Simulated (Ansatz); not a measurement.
Stepwise reaction of `CB(C)[SeH]` with hydrogen fluoride, as a gas-phase model of exchange steps in deposition or etching. ΔE in kJ/mol; ΔG adds harmonic PBE0-D4 terms to CCSD(T)/CBS, at 1 bar.

Calculated with Ansatz (gas phase, PBE0-D4/def2-TZVP geometries, no zero-point term in ΔE). CBS: MP2 limit from def2 TZ/QZ plus the TZ coupled-cluster correction, frozen cores. This one scheme is used for every species. DFT in def2-TZVPP. B3LYP here is the variant with VWN-RPA as its local correlation; programs differ in this. For Se outer-core shells are correlated without core-valence functions, which leaves a few kJ/mol of doubt a bond. Scalar relativity is left out up to krypton. Each species was taken in one conformer, which may not be the lowest.

```
step                                 reaction  PBE-D4  B3LYP-D4  ωB97M-V  CCSD(T)/CBS  ΔG(500 K)
   1  `CB(C)[SeH]` + H–F → `CB(F)[SeH]` + CH₄  -131.1    -140.1   -137.6       -127.1     -122.1
```

Give the row of step 2, `CB(F)[SeH]` + H–F → `FB(F)[SeH]` + CH₄. (Estimate.)

Ansatz gave: 
| step | reaction | PBE-D4 | B3LYP-D4 | ωB97M-V | CCSD(T)/CBS | ΔG(500 K) |
| --- | --- | --- | --- | --- | --- | --- |
| 2 | `CB(F)[SeH]` + H–F → `FB(F)[SeH]` + CH₄ | -131.4 | -140.6 | -138.3 | -130.2 | -121.7 |

By hand: ΔE of the 2 steps together at CCSD(T)/CBS.

(-127.1) + (-130.2) = -257.3 kJ/mol, or -128.6 kJ/mol a step.

In ΔE the steps differ by no more than 3.1 kJ/mol. All are downhill at CCSD(T)/CBS. ΔG lies between -122.1 and -121.7 kJ/mol a step. PBE-D4 differs from CCSD(T)/CBS by -4.0 to -1.2 kJ/mol a step. Isolated molecules leave out the surface, adducts and barriers. Largest T1 diagnostic: 0.012.
